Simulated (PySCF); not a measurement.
Work out the structure from these simulated measurements.

Elements present: B, C, H, N and O. Monoisotopic mass: 113.1012 u.

- Triplet: lowest triplet excitation (Tamm–Dancoff): 4.30 eV [TDA B3LYP/def2-SVPD]
- 13C NMR: chemical shifts (computed TMS as zero) by class: 143.1 (1 C), 114.7 (1 C), 37.7 (2 C), 26.0 (1 C) ppm [GIAO KT3/pcSseg-1]
- Rotational structure: rotational constants A, B, C: 2.820, 1.422, 1.191 GHz [PBE0-D3(BJ)/def2-SVP]
- 1H NMR: chemical shifts (computed TMS as zero) by class: 5.27 (1 H), 4.93 (1 H), 2.80 (1 H), 2.71 (6 H), 1.81 (3 H) ppm [GIAO KT3/pcSseg-1]
- Polarisability: 90.1 au [B3LYP/def2-SVPD]
- UV, first state: lowest singlet excitation: 5.54 eV (224 nm, f = 0.004) [TDDFT B3LYP/def2-SVPD]

Electronic properties: PySCF, gas phase, density fitting. Levels stand in brackets. Geometry: PBE0-D3(BJ)/def2-SVP, one conformer, isolated molecule. Each NMR value is the plain mean over a class of atoms that symmetry, rotation or inversion makes alike.

Q: Which formula fits the mass and the elements?

A: C5H12BNO (calculated 113.1012). No other formula that holds each of these elements comes within 0.0003 u with a fitting electron parity and a possible valence count.

Q: What is the compound? Reason from the data.

A: Numbering: `[CH2:1]=[C:2]([CH3:3])[B:4]([OH:5])[N:6]([CH3:7])[CH3:8]`. 5 carbons fall into 4 classes; from least to most shielded: fully substituted alkene carbon [C2] (143.1 ppm), terminal =CH2 carbon [C1] (114.7 ppm), N-methyl carbon [C7/C8] (37.7 ppm, 2 C, up to 4.7 ppm apart in this geometry), allylic carbon [C3] (26.0 ppm). Hydrogen classes from least to most shielded: 1 H on a terminal =CH2 carbon, C1 (5.27 ppm), 1 H on a terminal =CH2 carbon, C1 (4.93 ppm), 1 H on a boron-bound oxygen, O5 (2.80 ppm), 6 H on 2 N-methyl carbons, C7/C8 (2.71 ppm, a mean of values up to 1.8 ppm apart in this geometry), 3 H on an allylic carbon, C3 (1.81 ppm). By its constants the optimised geometry is an asymmetric top. Structure: `C=C(C)B(O)N(C)C`. Computed isomers that give other values at the same levels: `[H]/N=C/[C@H]1CCC[O+]1[BH3-]` (lowest singlet excitation: 5.18 eV (239 nm, f = 0.004)); `[BH3-][N+]#CCOC(C)C` (rotational constant A: 4.255 GHz; this holds for the one conformer computed). The assignments are read from this structure; whether some other isomer fits the data as well wasn't checked.

Conformer computed: `[CH2:1]=[C:2]([CH3:3])[B:4]([OH:5])[N:6]([CH3:7])[CH3:8]`: C1–C2–B4–O5 90°, C2–B4–N6–C7 -179°, H–O5–B4–C2 -5°.
